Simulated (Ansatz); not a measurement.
Geometry optimisation, RKS PBE/6-31G (Ansatz).

Input file:

```yaml
crystal:
  periodic: [false, false, false]
  atoms:
    - { symbol: Si, position_ang: [0.0, 0.0, 0.0] }
    - { symbol: C, position_ang: [0.0, 0.0, 1.87] }
    - { symbol: H, position_ang: [-0.9996, -0.3092, 2.2405] }
    - { symbol: H, position_ang: [0.7676, -0.7111, 2.2405] }
    - { symbol: H, position_ang: [0.232, 1.0203, 2.2405] }
    - { symbol: C, position_ang: [1.7634, 0.0, -0.6227] }
    - { symbol: H, position_ang: [2.1111, -1.0463, -0.7509] }
    - { symbol: H, position_ang: [1.8119, 0.5276, -1.5981] }
    - { symbol: H, position_ang: [2.4154, 0.5187, 0.1108] }
    - { symbol: "N", position_ang: [-0.8572, 1.4851, -0.6061] }
    - { symbol: H, position_ang: [-1.8773, 1.43, -0.8888] }
    - { symbol: H, position_ang: [-0.3367, 2.4058, -0.6766] }
    - { symbol: C, position_ang: [-0.8808, -1.5259, -0.6227] }
    - { symbol: H, position_ang: [-1.3804, -2.0377, 0.2261] }
    - { symbol: H, position_ang: [-1.6409, -1.2332, -1.3768] }
    - { symbol: H, position_ang: [-0.1449, -2.2146, -1.0879] }
basis:
  gaussian: { orbitals: "6-31G" }
hamiltonian:
  xc: pbe
relax:
  f_tol: 0.02
  max_steps: 40
output:
  orbitals: {}
```

Launched with:

```bash
$ ansatz run input.yaml --threads 1 --pin off --max-ram 2048MiB --backend cpu --events-out ev --progress --plain --runs-dir out
```

Problem. Where does it end, and by what steps?

Solution. The forces met the threshold. Limits of this set-up: no polarisation functions. After 12 steps the energy has fallen by 0.351 eV; H14 moved furthest, 0.95 Å.

```json
{"step": "0", "energy less start (eV)": "0.0000", "largest force component (eV/Å)": "1.735", "accepted": "yes"}
{"step": "1", "energy less start (eV)": "-0.2450", "largest force component (eV/Å)": "0.687", "accepted": "yes"}
{"step": "2", "energy less start (eV)": "-0.2827", "largest force component (eV/Å)": "0.282", "accepted": "yes"}
{"step": "3", "energy less start (eV)": "-0.2910", "largest force component (eV/Å)": "0.563", "accepted": "yes"}
{"step": "4", "energy less start (eV)": "-0.3242", "largest force component (eV/Å)": "0.093", "accepted": "yes"}
{"step": "5", "energy less start (eV)": "-0.3399", "largest force component (eV/Å)": "0.035", "accepted": "yes"}
{"step": "6", "energy less start (eV)": "-0.3190", "largest force component (eV/Å)": "0.729", "accepted": "no"}
{"step": "7", "energy less start (eV)": "-0.3454", "largest force component (eV/Å)": "0.038", "accepted": "yes"}
{"step": "8", "energy less start (eV)": "-0.3468", "largest force component (eV/Å)": "0.216", "accepted": "yes"}
{"step": "9", "energy less start (eV)": "-0.3495", "largest force component (eV/Å)": "0.051", "accepted": "yes"}
{"step": "10", "energy less start (eV)": "-0.3505", "largest force component (eV/Å)": "0.028", "accepted": "yes"}
{"step": "11", "energy less start (eV)": "-0.3509", "largest force component (eV/Å)": "0.046", "accepted": "yes"}
{"step": "12", "energy less start (eV)": "-0.3511", "largest force component (eV/Å)": "0.014", "accepted": "yes"}
```

```xyz
16
Properties=species:S:1:pos:R:3
Si -0.002 0.028 0.015
C 0.109 -0.110 1.930
H -0.900 -0.196 2.366
H 0.696 -0.998 2.225
H 0.595 0.781 2.365
C 1.781 0.101 -0.695
H 2.375 -0.764 -0.353
H 1.750 0.095 -1.797
H 2.302 1.019 -0.371
N -0.929 1.457 -0.510
H -1.852 1.376 -0.925
H -0.604 2.413 -0.395
C -0.943 -1.490 -0.684
H -1.978 -1.524 -0.302
H -0.977 -1.454 -1.787
H -0.440 -2.426 -0.385
```

Whether the end is a true minimum wasn't checked by a vibrational analysis.

Time of the run: 58 s on 1 thread of Arm Neoverse V2, on a shared host, peak memory 0.16 GiB.
